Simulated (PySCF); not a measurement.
Cd(OH)2 (singlet state).
Bonds: Cd1–O2, Cd1–O4. Hydrogens: H3 on O2; H5 on O4.

Computed by this run: PBE0-D3(BJ)/def2-SVP geometry optimisation, gas phase, def2 core potentials past Kr in PySCF 2.14.0; density fitting, grid level 1; the optimiser is geomeTRIC in internal coordinates, started from a GFN1-xTB structure with every atom displaced at random (about 0.03 Å).

Step 8: E = -8682.7097 eV
```
atom  x, y, z in Å  |  force x, y, z in eV/Å
Cd1     0.1184    0.1241   -0.0638    0.038  -0.040   0.101
O2      0.2095    0.1741    1.9006    0.143  -0.025  -0.132
H3     -0.5060    0.6262    2.3573   -0.114   0.046  -0.137
O4      0.2429   -0.0600   -2.0259   -0.073  -0.042   0.293
H5      0.0101   -0.9748   -2.2303    0.006   0.061  -0.125
```

Step 9: E = -8682.7172 eV
```
atom  x, y, z in Å  |  force x, y, z in eV/Å
Cd1     0.0993    0.0696   -0.0412    0.004  -0.014   0.051
O2      0.1723    0.1099    1.9210    0.081  -0.018  -0.073
H3     -0.4543    0.7144    2.3316   -0.066   0.018  -0.081
O4      0.1573   -0.0388   -2.0056    0.007  -0.019   0.161
H5      0.1003   -0.9656   -2.2679   -0.025   0.033  -0.058
```

Question: Estimate the geometry and energy of step 10. (The exact step hangs on the optimiser's Hessian estimate; all steps are aligned on step 9, rigid shifts and turns removed.)

Answer: E = -8682.7210 eV, largest force 0.137 eV/Å
```
atom  x, y, z in Å  |  force x, y, z in eV/Å
Cd1     0.1106    0.0652   -0.0378   -0.002  -0.008   0.043
O2      0.1836    0.1221    1.9230    0.079  -0.014  -0.055
H3     -0.4696    0.7049    2.3239   -0.062   0.012  -0.072
O4      0.1658   -0.0399   -2.0010    0.010  -0.021   0.135
H5      0.0844   -0.9627   -2.2703   -0.025   0.032  -0.050
```

The energy changes by -0.0038 eV. The first-order estimate −F·Δx gives -0.0037 eV and the mean of the old and new forces, exact on a quadratic surface, -0.0036 eV. The step makes an angle of 63° with the force vector and moves no atom by more than 0.020 Å.

The cost below is that of the whole optimisation. The run took 24 s on one thread, Intel Xeon Platinum 8375C at 2.90 GHz (x86_64), no GPU, shared host with 64 logical CPUs at a one-minute load of 8.6, and the process peaked at 0.28 GiB of memory.
